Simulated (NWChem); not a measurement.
A series in which one site is exchanged, each optimised at PBE0/def2-SVP with NWChem, gas phase unless a solvent is named. This build's default masses of Se (78.918 u) and Br (79.917 u) are each other's, which moves their modes by up to 0.6 %.

A: [SeH][SiH3] (SiH$_{4}$Se; site = Se)
B: S[SiH3] (SiH4S; site = S)
C: [SiH3]O (SiH$_{4}$O; site = O)
D: [MgH][SiH3] (MgSiH₄; site = Mg)

### Question
Rank them by vertical ionisation energy, ΔSCF, B3LYP/def2-SVP (eV), lowest first.

### Answer
D (8.86), A (9.37), B (9.82), C (11.11)
